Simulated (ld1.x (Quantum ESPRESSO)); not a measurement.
**An all-electron radial function and its pseudo partner (magnesium)**

Columns: radius, all-electron u(r) and pseudo u(r) of the 2s shell (level -88.40 eV) of magnesium in the configuration [He] 2s2 2p6 3s1 3p0; LDA (PZ), scalar-relativistic, TM scheme, ld1.x (Quantum ESPRESSO) 7.5.

```
r (bohr)  all-electron   pseudo
   0.050        0.5353  -0.0983
   0.100        0.4855  -0.2030
   0.150        0.2036  -0.3203
   0.200       -0.1386  -0.4555
   0.250       -0.4607  -0.6100
   0.300       -0.7291  -0.7770
   0.350       -0.9348  -0.9400
   0.400       -1.0799  -1.0767
   0.450       -1.1721  -1.1709
   0.500       -1.2204  -1.2203
   0.550       -1.2341  -1.2341
   0.600       -1.2212  -1.2212
   0.650       -1.1885  -1.1885
   0.700       -1.1420  -1.1420
   0.750       -1.0859  -1.0859
   0.800       -1.0240  -1.0240
   0.850       -0.9589  -0.9589
   0.900       -0.8927  -0.8927
   0.950       -0.8270  -0.8270
   1.000       -0.7630  -0.7630
   1.050       -0.7013  -0.7013
   1.100       -0.6426  -0.6426
   1.150       -0.5871  -0.5871
   1.200       -0.5352  -0.5352
   1.250       -0.4867  -0.4867
   1.300       -0.4418  -0.4418
```

(1) How many radial nodes do the two functions have?

(2) At about which radius was the pseudo-wave matched?

(3) Is the pseudo-wave norm-conserving?

Results:

(1) The all-electron 2s function has n − l − 1 = 1; the pseudo-wave has 0, since the states of the same l below it are removed with the core.

(2) 0.55 bohr, where the columns begin to agree (steps of 0.05 bohr).

(3) Yes: the TM scheme keeps the norm inside the radius equal to the all-electron one, which fixes the energy derivative of the logarithmic derivative at the level.
